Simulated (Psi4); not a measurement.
C4HCoO4 (SMILES [O+]#[C-]->[CoH](<-[C-]#[O+])(<-[C-]#[O+])<-[C-]#[O+]), singlet, geometry from GFN2-xTB (such geometries of metal compounds can be far from the true shape).

The Psi4 input:
```
memory 2 GB

molecule {
0 1
Co    0.16866841   -0.21594632    0.06853971
O     2.11576714    0.29848456   -2.06833429
C     1.35421924    0.10880843   -1.24378571
O     0.72658796    0.75338840    2.78353125
C     0.50304980    0.38753436    1.72901993
O    -1.56131369    1.99895132   -0.63445186
C    -0.88158165    1.12868977   -0.35823750
O    -1.88689263   -2.27515241   -0.32693741
C    -1.09826619   -1.46809481   -0.17680757
H     1.02823552   -1.31645086    0.41783143
}

set {
  basis 6-31g**
}

energy('b3lyp')
print_variables()
```

Problem. What does this run give for the number of basis functions, nuclear repulsion energy, dipole moment, total energy?

Solution. 
```yaml
number_of_basis_functions: 164
nuclear_repulsion_energy: 621.4647 Eh
dipole_moment: 0.43 D
total_energy: -1836.611439 Ha
```
